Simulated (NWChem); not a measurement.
**Correlation energy of iminoborane (H2BN)**

```xyz
4

B      0.0000     0.0000    -0.7011
N      0.0000     0.0000     0.5488
H      0.0000     0.0000    -1.8910
H      0.0000     0.0000     1.5544
```
Charge 0, spin multiplicity 1.

Everything below was run with NWChem. The geometry was optimised at PBE/def2-SVP, a minimum by its harmonic frequencies.

Basis set: 6-31G*. Each correlation energy counts from its own Hartree-Fock reference.

```csv
method,correlation energy (mHa),difference from CCSD(T)
CR-CCSD(T),-262.4,+1.6
SCS-MP2,-237.4,+26.6
CCSDT,-264.6,-0.6
CCSD+T(CCSD),-265.0,-1.0
MP2,-240.4,+23.6
CCSD(T),-264.0,0.0
CCSD,-254.9,+9.0
CR-CCSD[T],-263.2,+0.8
```

The values span 27.6 mHa, from CCSD+T(CCSD) (lowest) to SCS-MP2 (highest). 

The correlated methods keep 2 core orbitals frozen. The Pople sets run with spherical d functions. Differences from the coupled-cluster row are differences between methods, not errors against experiment.
